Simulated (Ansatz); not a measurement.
Ansatz (a quantum-chemistry and plane-wave program) input (CCSD(T)/aug-cc-pV(D+d)Z):
A basis named .json is the Basis Set Exchange file of that set.

Ansatz 0.2 input:
```yaml
crystal:
  periodic: [false, false, false]
  atoms:
    - {symbol: C, position_ang: [0.06186245, 0.03643669, 0.98901506]}
    - {symbol: Cl, position_ang: [0.82908851, -1.25698079, -0.18100200]}
    - {symbol: Cl, position_ang: [-0.85092232, 1.24412078, -0.16806214]}
basis:
  gaussian:
    orbitals: aug-cc-pV_D+d_Z.json
total_charge: -1
magnetization: {spin_polarized: true, initial_magnetization: 1}
correlation: {method: ccsd_t, electrons: outside_noble_gas}
output: {forces: true}
```

End of the output:

```
mean field evaluation 192: about -26032.9451 eV, gradient 3.0e0 eV
mean field -26036.68507149 eV, -956.8305280784 hartree, gradient 2.9e-6 eV, S^2 0.770152; 3 other end points of the search recorded, 0 dependent functions left out
determinant -26036.68507149 eV, -956.8305280784 hartree, with singles and doubles -26049.12514567 eV, -957.2876923722 hartree
determinant -26033.68845808 eV, -956.7204045665 hartree, with singles and doubles -26046.53872397 eV, -957.1926431280 hartree
11 core orbitals not correlated
reference -26036.68507149 eV, -956.8305280784 hartree; 10, 9 occupied and 66, 67 virtual orbitals, 840 factors
densities: 0.69 GiB planned
second order -11.48484464 eV of doubles, -0.00000000 eV of singles
coupled cluster: 0.50 GiB planned
cycle   1  -12.43167737 eV  change   -2.2e-1 eV  update   3.1e-2
cycle   2  -12.45823526 eV  change   -2.7e-2 eV  update   9.4e-3
cycle   3  -12.46391686 eV  change   -5.7e-3 eV  update   5.9e-3
cycle   4  -12.46577739 eV  change   -1.9e-3 eV  update   2.1e-3
cycle   5  -12.46603841 eV  change   -2.6e-4 eV  update   8.9e-4
cycle   6  -12.46639730 eV  change   -3.6e-4 eV  update   3.7e-4
cycle   7  -12.46647044 eV  change   -7.3e-5 eV  update   1.3e-4
cycle   8  -12.46647330 eV  change   -2.9e-6 eV  update   6.2e-5
cycle   9  -12.46647853 eV  change   -5.2e-6 eV  update   3.0e-5
cycle  10  -12.46648308 eV  change   -4.6e-6 eV  update   1.4e-5
cycle  11  -12.46648544 eV  change   -2.4e-6 eV  update   7.0e-6
cycle  12  -12.46648553 eV  change   -9.7e-8 eV  update   3.4e-6
cycle  13  -12.46648583 eV  change   -2.9e-7 eV  update   1.4e-6
cycle  14  -12.46648579 eV  change    3.8e-8 eV  update   5.3e-7
perturbative correction -0.50697332 eV, -0.0186309259 hartree
the calculation of the forces begins
Total energy: -26049.65853060 eV, -957.3072939069 hartree
Atom 0 at     0.061862     0.036437     0.989015 Å, force     0.011806     0.006954     0.188747 eV/Å
Atom 1 at     0.829089    -1.256981    -0.181002 Å, force     0.026417    -0.051593    -0.094622 eV/Å
Atom 2 at    -0.850922     1.244121    -0.168062 Å, force    -0.038223     0.044639    -0.094124 eV/Å
Dipole moment:    -0.019478    -0.011472    -0.311399 e Å
```
